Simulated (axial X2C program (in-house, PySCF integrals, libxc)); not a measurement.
# ScP: from Re and ωe to a spectrum

A bond curve at the PBE0 level, 2c, was computed with an in-house relativistic program for diatomic molecules (basis Sc dyall-cv3z [10s11p7d5f2g], P dyall-v3z [8s7p2d1f] (cores contracted in-house)) for the state Ω = 0 (closed shell). Its fit gives Re = 2.1562 Å, ωe = 556.5 cm⁻¹, ωexe = 1.43 cm⁻¹ and αe = 6.964e-04 cm⁻¹; the masses are 44.9559 and 30.9738 u. Two-component means X2C with spin–orbit coupling and atomic mean-field Coulomb and Gaunt terms.

Q: Find the reduced mass, Be and the force constant.

A: From the PBE0 values: μ = 18.3387 u. Be = 16.8576/(μ Re²) = 0.1977 cm⁻¹. k = 5.8918×10⁻⁷ μ ωe² = 3.35 mdyn/Å.

Q: The dipole moment p changes by 2.65 D/Å at Re. What harmonic infrared intensity follows?

A: I = 42.256 × (dp/dR)²/μ = 16 km/mol.

Q: A Morse curve ties αe to the other constants (Pekeris). How well does that hold?

A: αe(Morse) = 6Be²/ωe × (√(ωexe/Be) − 1) = 7.120e-04 cm⁻¹; the PBE0 curve gives 6.964e-04 cm⁻¹, a ratio of 1.02.

Q: Give B0, the J = 1←0 line in GHz and the most populated J at 300 K (kT = 208.5 cm⁻¹).

A: B0 = Be − αe/2 = 0.1974 cm⁻¹; 2B0 = 11.83 GHz; J(max) ≈ √(kT/2B0) − 1/2 = 22.5, so J = 22.

Q: Estimate the centrifugal constant by the Kratzer relation.

A: D = 4Be³/ωe² = 9.98e-08 cm⁻¹.

Occupations by symmetry block were frozen at the best pattern of an incomplete PBE0 search. PBE0 can misorder states that lie within some tenths of an eV, so this need not be the ground state of the molecule. The nearest other 2c determinant of the search, Ω = 2, lies 0.49 eV up at the distance of the search.
